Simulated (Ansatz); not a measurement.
C4NiO4 (SMILES [O+]#[C-]->[Ni](<-[C-]#[O+])(<-[C-]#[O+])<-[C-]#[O+]), singlet, geometry from GFN2-xTB (such geometries of metal compounds can be far from the true shape), atoms displaced at random by about 0.05 Å a coordinate; PBE/STO-3G in Ansatz (a first-principles code).

The Ansatz input:
Ansatz 0.2 input:
```yaml
crystal:
  periodic: [false, false, false]
  atoms:
    - {symbol: Ni, position_ang: [-0.02092623, -0.05094893, 0.01350276]}
    - {symbol: O, position_ang: [1.93681330, 1.44176924, -1.62119519]}
    - {symbol: C, position_ang: [1.21051311, 0.92168545, -0.92792534]}
    - {symbol: O, position_ang: [1.49136065, -1.50534636, 2.10123937]}
    - {symbol: C, position_ang: [0.93573941, -0.88173008, 1.32557969]}
    - {symbol: O, position_ang: [-1.52935795, -1.96161053, -1.65585984]}
    - {symbol: C, position_ang: [-0.83967631, -1.18115754, -1.08833362]}
    - {symbol: O, position_ang: [-2.00424781, 1.84900888, 1.15012835]}
    - {symbol: C, position_ang: [-1.13586721, 1.17624292, 0.73784694]}
basis:
  gaussian:
    orbitals: STO-3G
hamiltonian:
  xc: pbe
relax: {f_tol: 0.0005}
```

What the program printed (banner, timings and long lists left out):

```
Functional definition: PBE
777 factors; integrals over basis functions are off by at most 2.2e-4 eV
mean field evaluation 1: about -52204.7027 eV, gradient 2.8e2 eV
mean field evaluation 2: about -51676.4328 eV, gradient 4.4e2 eV
mean field evaluation 4: about -52127.0501 eV, gradient 2.8e2 eV
mean field evaluation 8: about -52484.1380 eV, gradient 2.0e2 eV
mean field evaluation 16: about -52737.4857 eV, gradient 3.3e-1 eV
mean field -52737.48610952 eV, -1938.0668677731 hartree, gradient 1.4e-5 eV, S^2 0.000000; 0 other end points of the search recorded, 0 dependent functions left out
the calculation of the forces begins
reference -52737.48612941 eV, -1938.0668685040 hartree; 42, 42 occupied and 16, 16 virtual orbitals, 777 factors
relax step   1: F+E_penalty+E_count = -52737.48610952 eV  Δ(F+E_penalty+E_count) = +0.000e0 eV  max|allowed force component| = 1.210e1 eV/Å  Δτ_max = 0.0000 Å  (66 SCF iters, accepted)
these checks for a lower state are left out or cut short: starts, cluster_reference, orbital_swaps, neighbouring_geometries, increment
777 factors; integrals over basis functions are off by at most 1.7e-4 eV
mean field -52742.13329999 eV, -1938.2376488726 hartree, gradient 2.3e-5 eV, S^2 0.000000; 0 other end points of the search recorded, 0 dependent functions left out
the calculation of the forces begins
reference -52742.13331992 eV, -1938.2376496051 hartree; 42, 42 occupied and 16, 16 virtual orbitals, 777 factors
relax step   2: F+E_penalty+E_count = -52742.13329999 eV  Δ(F+E_penalty+E_count) = -4.647e0 eV  max|allowed force component| = 2.232e0 eV/Å  Δτ_max = 0.1964 Å  (37 SCF iters, accepted)
these checks for a lower state are left out or cut short: starts, cluster_reference, orbital_swaps, neighbouring_geometries, increment
777 factors; integrals over basis functions are off by at most 1.7e-4 eV
mean field evaluation 32: about -52742.2341 eV, gradient 5.1e-4 eV
mean field -52742.23412742 eV, -1938.2413542124 hartree, gradient 2.1e-5 eV, S^2 0.000000; 0 other end points of the search recorded, 0 dependent functions left out
the calculation of the forces begins
reference -52742.23414737 eV, -1938.2413549455 hartree; 42, 42 occupied and 16, 16 virtual orbitals, 777 factors
relax step   3: F+E_penalty+E_count = -52742.23412742 eV  Δ(F+E_penalty+E_count) = -1.008e-1 eV  max|allowed force component| = 2.100e0 eV/Å  Δτ_max = 0.0148 Å  (33 SCF iters, accepted)
[...]
relax step   4: F+E_penalty+E_count = -52742.71679732 eV  Δ(F+E_penalty+E_count) = -4.827e-1 eV  max|allowed force component| = 1.192e-1 eV/Å  Δτ_max = 0.1074 Å  (40 SCF iters, accepted)
relax step   5: F+E_penalty+E_count = -52742.71946756 eV  Δ(F+E_penalty+E_count) = -2.670e-3 eV  max|allowed force component| = 1.644e-2 eV/Å  Δτ_max = 0.0398 Å  (31 SCF iters, accepted)
[...]
reference -52742.71956268 eV, -1938.2591936291 hartree; 42, 42 occupied and 16, 16 virtual orbitals, 777 factors
relax step   6: F+E_penalty+E_count = -52742.71954257 eV  Δ(F+E_penalty+E_count) = -7.502e-5 eV  max|allowed force component| = 4.953e-4 eV/Å  Δτ_max = 0.0067 Å  (32 SCF iters, accepted)
these checks for a lower state are left out or cut short: starts, cluster_reference, orbital_swaps, neighbouring_geometries, increment
777 factors; integrals over basis functions are off by at most 1.5e-4 eV
mean field -52742.71954341 eV, -1938.2591929211 hartree, gradient 1.7e-5 eV, S^2 0.000000; 0 other end points of the search recorded, 0 dependent functions left out
the calculation of the forces begins
reference -52742.71956352 eV, -1938.2591936600 hartree; 42, 42 occupied and 16, 16 virtual orbitals, 777 factors
relax step   7: F+E_penalty+E_count = -52742.71954341 eV  Δ(F+E_penalty+E_count) = -8.399e-7 eV  max|allowed force component| = 4.138e-4 eV/Å  Δτ_max = 0.0009 Å  (22 SCF iters, accepted)
777 factors; integrals over basis functions are off by at most 1.5e-4 eV
mean field evaluation 64: about -52742.8624 eV, gradient 3.4e-1 eV
mean field -52742.71954341 eV, -1938.2591929211 hartree, gradient 1.7e-5 eV, S^2 0.000000; 1 other end points of the search recorded, 0 dependent functions left out
the calculation of the forces begins
reference -52742.71956352 eV, -1938.2591936600 hartree; 42, 42 occupied and 16, 16 virtual orbitals, 777 factors
Total energy: -52742.71956352 eV, -1938.2591936600 hartree
Atom 0 at     0.004921    -0.021372     0.003905 Å, force    -0.000257    -0.000015     0.000001 eV/Å
Atom 1 at     1.846305     1.401706    -1.558892 Å, force    -0.000010     0.000049    -0.000303 eV/Å
Atom 2 at     1.045668     0.782919    -0.879439 Å, force     0.000040    -0.000013     0.000337 eV/Å
Atom 3 at     1.366630    -1.396855     2.031698 Å, force    -0.000074    -0.000037     0.000103 eV/Å
Atom 4 at     0.774547    -0.798781     1.150042 Å, force    -0.000025     0.000045    -0.000109 eV/Å
Atom 5 at    -1.369267    -1.856133    -1.609616 Å, force    -0.000213    -0.000259    -0.000097 eV/Å
Atom 6 at    -0.771785    -1.058408    -0.908035 Å, force     0.000414     0.000372     0.000091 eV/Å
Atom 7 at    -1.823924     1.765993     1.152311 Å, force    -0.000027     0.000088     0.000128 eV/Å
Atom 8 at    -1.028745     0.988844     0.653010 Å, force     0.000151    -0.000230    -0.000152 eV/Å
Dipole moment:    -0.000010     0.000003    -0.000009 e Å
```
